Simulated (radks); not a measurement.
Results of a calculation; reference values are marked as such.
Zn3+, configuration [Ar] 3d9. Level of theory: Dirac Kohn-Sham, BLYP, spin-unpolarised, spherical densities, finite nucleus; open shells are shared between the two j in proportion to 2j + 1; Fermi nuclear charge, rms radius 3.9283 fm (a radial shooting solver on a logarithmic mesh with Libxc functionals).

Unscreened Slater integrals over Kohn-Sham orbitals (cm^-1). Large and small components are both included.

F0(3d5/2,3d5/2): 246930
F2(3d5/2,3d5/2): 114250
F4(3d5/2,3d5/2): 71068
F0(3d5/2,3d3/2): 247670
F2(3d5/2,3d3/2): 114580
G2(3d5/2,3d3/2): 114440
G4(3d5/2,3d3/2): 71196
F0(3d5/2,3p3/2): 261370
F2(3d5/2,3p3/2): 123360
G1(3d5/2,3p3/2): 151940
G3(3d5/2,3p3/2): 92408
F0(3d5/2,3p1/2): 263180
G3(3d5/2,3p1/2): 93044
F0(3d3/2,3d3/2): 248420
F2(3d3/2,3d3/2): 114930
F0(3d3/2,3p3/2): 262190
F2(3d3/2,3p3/2): 123730
G1(3d3/2,3p3/2): 152260
G3(3d3/2,3p3/2): 92626
F0(3d3/2,3p1/2): 264020
G1(3d3/2,3p1/2): 153670
F0(3p3/2,3p3/2): 279570
F2(3p3/2,3p3/2): 139520
F0(3p3/2,3p1/2): 281610
G2(3p3/2,3p1/2): 140360
F0(3p1/2,3p1/2): 283710
